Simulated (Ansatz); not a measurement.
Geometry optimisation, RKS B3LYP-D4/def2-SVP in Ansatz.

input.yaml

```yaml
crystal:
  periodic: [false, false, false]
  atoms:
    - { symbol: Ge, position_ang: [-0.086704, -0.221095, 0.141288] }
    - { symbol: Cl, position_ang: [-0.388897, -0.218875, 2.320452] }
    - { symbol: O, position_ang: [1.607269, -0.184367, -0.332589] }
    - { symbol: H, position_ang: [1.839315, -1.019829, -0.767957] }
    - { symbol: F, position_ang: [-1.019673, 1.054572, -0.535114] }
    - { symbol: O, position_ang: [-0.669231, -1.749558, -0.505145] }
    - { symbol: H, position_ang: [-1.563257, -1.985743, -0.222541] }
    - { symbol: O, position_ang: [1.382438, 2.151996, 1.140109] }
    - { symbol: H, position_ang: [2.101491, 1.638942, 0.740555] }
    - { symbol: H, position_ang: [1.263451, 1.730457, 2.021742] }
basis:
  gaussian: { orbitals: def2-SVP }
hamiltonian:
  xc: b3lyp
  dispersion: d4
relax:
  f_tol: 0.03
  max_steps: 50
```

Run as:

```bash
$ ansatz run input.yaml --threads 4 --pin off --max-ram 5120MiB --backend cpu --events-out ev --progress --plain --runs-dir out
```

Where does it end, and by what steps?

The forces met the threshold. After 17 steps the energy has fallen by 0.111 eV; O8 moved furthest, 0.41 Å.

```csv
step,energy less start (eV),largest force component (eV/Å),accepted
0,0.0000,0.722,yes
1,0.0285,2.052,no
2,-0.0316,0.701,yes
3,-0.0552,0.768,yes
4,-0.0600,1.197,yes
5,-0.0819,0.370,yes
6,-0.0987,0.308,yes
7,-0.0947,0.358,no
8,-0.1039,0.185,yes
9,-0.1066,0.051,yes
10,-0.1077,0.044,yes
11,-0.1086,0.115,yes
12,-0.1090,0.058,yes
13,-0.1097,0.087,yes
14,-0.1100,0.095,yes
15,-0.1103,0.143,yes
16,-0.1106,0.091,yes
17,-0.1107,0.023,yes
```

```xyz
10
Properties=species:S:1:pos:R:3
Ge 0.031 -0.133 0.287
Cl -0.338 -0.307 2.423
O 1.714 -0.261 -0.259
H 1.803 -1.073 -0.782
F -1.010 1.053 -0.428
O -0.569 -1.650 -0.414
H -1.533 -1.729 -0.397
O 1.144 1.868 0.978
H 2.020 1.605 0.648
H 1.205 1.824 1.944
```

Whether the end is a true minimum wasn't checked by a vibrational analysis.

The run took 50 s on 4 threads of Arm Neoverse V1 (shared host), peak memory 0.34 GiB.
